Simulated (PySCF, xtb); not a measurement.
C2H6BiF, SMILES [CH3][Bi]([CH3])[F].

GFN2-xTB in xtb at its own geometry gives an orbital gap of 5.69 eV and a dipole moment of 4.72 D.

The structure is a stationary point at B3LYP-D3(BJ)/def2-SVP. The structure was generated by enumeration; whether it is a known compound was not checked. The def2 effective core potentials stand for the cores of Bi; spin–orbit coupling is left out.

Q: What does PBE/def2-TZVP run with PySCF give? (Estimate from the structure and the level; the computed values follow.)

A: gap 4.11 eV (levels -6.11 and -2.00 eV), dipole 3.23 D.
